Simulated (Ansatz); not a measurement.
Ge2O. The state is a singlet with charge 0. Geometry r2SCAN-D4/def2-TZVP.

```xyz
3

Ge   -0.271   -1.742    0.032
Ge    0.271    1.742   -0.032
O     0.000    0.000    0.000
```

The restricted singlet is unstable towards broken spin symmetry in Hartree–Fock (as tested in another run); at LDA (SPW92)/def2-TZVP, PBE-D4/def2-TZVP, revPBE-D4/def2-TZVP, r2SCAN-D4/def2-TZVP and others this wasn't settled. At LDA (SPW92)/def2-TZVP, PBE-D4/def2-TZVP, revPBE-D4/def2-TZVP, r2SCAN-D4/def2-TZVP an occupied level lies above an empty one. Another isomer (singlet) lies 1.46 eV lower at PBE0-D4/def2-TZVP; other spin states weren't run for this one.

Question: Estimate the orbital energies around the gap (eV) in Ansatz with LDA (SPW92)/def2-TZVP, PBE-D4/def2-TZVP, revPBE-D4/def2-TZVP, r2SCAN-D4/def2-TZVP, PBE0-D4/def2-TZVP.

Answer: 
| orbital | LDA (SPW92)/def2-TZVP | PBE-D4/def2-TZVP | revPBE-D4/def2-TZVP | r2SCAN-D4/def2-TZVP | PBE0-D4/def2-TZVP |
| --- | --- | --- | --- | --- | --- |
| HOMO−5 | -14.20 | -13.91 | -13.82 | -14.41 | -15.70 |
| HOMO−4 | -9.94 | -9.71 | -9.63 | -10.07 | -10.91 |
| HOMO−3 | -9.19 | -8.95 | -8.87 | -9.36 | -10.50 |
| HOMO−2 | -8.96 | -8.73 | -8.66 | -9.17 | -10.35 |
| HOMO−1 | -7.90 | -7.68 | -7.61 | -8.03 | -8.83 |
| HOMO | -3.32 | -3.16 | -3.12 | -3.32 | -3.74 |
| LUMO | -3.74 | -3.49 | -3.40 | -3.42 | -2.66 |
| LUMO+1 | -2.88 | -2.66 | -2.57 | -2.56 | -1.94 |
| LUMO+2 | -2.52 | -2.37 | -2.33 | -2.46 | -1.81 |
| LUMO+3 | -0.92 | -0.71 | -0.62 | -0.43 | 0.10 |
| LUMO+4 | 1.19 | 1.40 | 1.50 | 1.86 | 2.29 |
| LUMO+5 | 4.14 | 4.39 | 4.48 | 4.97 | 5.20 |
